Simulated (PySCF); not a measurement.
C3H3F4, SMILES FC(F)C[C](F)F, multiplicity 2. Atoms are numbered in the order given.

```xyz
10

F      2.2932    -0.8609    -0.2785
C      1.2437    -0.0450    -0.2198
F      1.5643     1.0800     0.4297
C     -0.0209    -0.6819     0.2416
C     -1.2023     0.2618     0.1813
F     -1.4289     0.6326    -1.1056
F     -2.3084    -0.3842     0.6321
H     -0.2433    -1.5580    -0.3868
H      0.0970    -1.0351     1.2854
H     -1.0589     1.1771     0.7838
```
Charge 0, spin multiplicity 2.

Geometry optimised at r2SCAN-D4/def2-SVP. The isomer is the one that the SMILES or the coordinates give; other isomers of the formula were not compared. Other conformers were not sampled.

The numbers are results of r2SCAN-D4/def2-SVP in PySCF, not measurements.

No scaling factor is applied to the harmonic values.

Problem. List the normal modes with their intensities. (Estimate from the structure and the level; the computed values follow.)

Solution. 
| mode | ν (cm⁻¹) | IR (km/mol) | moving atoms (share of kinetic energy) |
|---|---|---|---|
| 1 | 54 | 0.7 | F 91 % |
| 2 | 100 | 4.4 | F 56 %, C 31 %, H 13 % |
| 3 | 149 | 2.4 | F 80 %, C 17 % |
| 4 | 341 | 1.8 | F 86 %, C 12 % |
| 5 | 358 | 0.5 | F 55 %, H 24 %, C 21 % |
| 6 | 484 | 3.2 | C 55 %, F 27 %, H 18 % |
| 7 | 515 | 22.5 | F 50 %, C 30 %, H 20 % |
| 8 | 556 | 8.0 | F 54 %, C 28 %, H 18 % |
| 9 | 589 | 1.3 | F 78 %, C 18 % |
| 10 | 886 | 12.6 | H 39 %, C 37 %, F 24 % |
| 11 | 935 | 21.6 | C 51 %, F 28 %, H 21 % |
| 12 | 1079 | 5.2 | C 61 %, H 30 %, F 9 % |
| 13 | 1112 | 209.6 | C 53 %, F 31 %, H 17 % |
| 14 | 1147 | 135.7 | C 53 %, H 27 %, F 20 % |
| 15 | 1211 | 92.4 | C 43 %, H 42 %, F 14 % |
| 16 | 1234 | 25.4 | H 49 %, C 39 %, F 12 % |
| 17 | 1274 | 154.4 | C 63 %, H 22 %, F 16 % |
| 18 | 1354 | 53.4 | C 49 %, H 43 % |
| 19 | 1405 | 39.9 | H 74 %, C 24 % |
| 20 | 1425 | 8.6 | H 86 %, C 13 % |
| 21 | 1430 | 131.3 | H 51 %, C 48 % |
| 22 | 3009 | 7.5 | H 94 % |
| 23 | 3070 | 37.2 | H 92 %, C 8 % |
| 24 | 3128 | 1.7 | H 91 %, C 9 % |
